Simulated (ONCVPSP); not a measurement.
**Si (Z = 14): one change to an ONCV potential, before and after**

Si (Z = 14), optimised norm-conserving Vanderbilt (ONCV), made with ONCVPSP 4.0.1 (PBE, scalar-relativistic). Core [Ne], reference 3s2 3p2. Waves: 3s: rc 1.95 bohr, ncon 5, nbas 8, qcut 4.1 1/bohr, 2 projectors, debl 2.1 Ha; 3p: rc 1.75 bohr, ncon 4, nbas 9, qcut 5.3 1/bohr, 3 projectors, debl 1.6 Ha; d scattering state at 0.14 Ha: rc 1.60 bohr, ncon 3, nbas 7, qcut 7.1 1/bohr, 1 projector. Local part: polynomial inside 1.40 bohr (lpopt 5, dvloc0 0 Ha). Core correction: Teter function, fcfact 4.5, rcfact 1.45.

All-electron outer shells of the reference configuration (PBE, scalar-relativistic, ld1.x):

```csv
shell,level (eV),outermost node (bohr),outermost maximum (bohr)
2s,-139.50,0.15,0.45
2p,-95.56,–,0.39
3s,-10.81,0.72,1.80
3p,-4.08,0.72,2.17
```

Change: core correction Teter function, fcfact 4.5, rcfact 1.5.

Cutoffs: the cutoffs (Ha) at which the residual kinetic energy of the hardest occupied pseudo-wave falls to 1 and 0.1 mHa per electron; they do not see the model core or the augmentation charge, which bear on the density cutoff. Errors are all-electron minus pseudo energies relative to the spin-unpolarised reference configuration.

Task: Predict the effect on cutoff, ghosts and configuration errors.

Result: The potential gets neither clearly harder nor softer (7.7 Ha and 18 Ha → 7.7 Ha and 18 Ha); both files keep a bound ghost (p); of the 4 tests that both files solve, the error grows in 2 and shrinks in 1 by more than 15 % and 0.3 meV (median size 2.5 → 4.0 meV). A model core, the more so a compact one, raises the density cutoff, which this test does not measure.

```csv
quantity,base,changed
"cutoff, loose",7.7 Ha,7.7 Ha
"cutoff, tight",18 Ha,18 Ha
bound ghosts,p,p
GHOST(+) flags under 300 eV,s at 139.0 eV,s at 139.0 eV
"error for 3s2 3p1, meV [ΔE 7.74 eV]",+1.6,+1.6
"error for 3s2 3p0, meV [ΔE 23.73 eV]",+8.2,+4.1
"error for 3s1 3p0, meV [ΔE 57.70 eV]",-1.7,-39
"error for 3s1 3p3, meV [ΔE 6.81 eV]",-3.3,-4.0
s: phases at 1.98 bohr within 0.05 rad from the reference energy up to (Ha; the scan ends near 5),3.2,3.2
p: phases at 1.78 bohr within 0.05 rad from the reference energy up to (Ha; the scan ends near 5),to the end of the scan,to the end of the scan
d: phases at 1.63 bohr within 0.05 rad from the reference energy up to (Ha; the scan ends near 5),3.9,3.9
"rms error of d²Exc/dni dnj with the model core, mHa",0.86,1.27
```

Base: The cutoffs count occupied waves only; projector 3 of the p channel, the hardest unoccupied one, needs 88 Ha at the loose tolerance. Changed file: The cutoffs count occupied waves only; projector 3 of the p channel, the hardest unoccupied one, needs 88 Ha at the loose tolerance. A true bound ghost makes a file unfit for plane-wave use even where its test errors are small: the radial tests pick states by their node count and pass the ghost by.
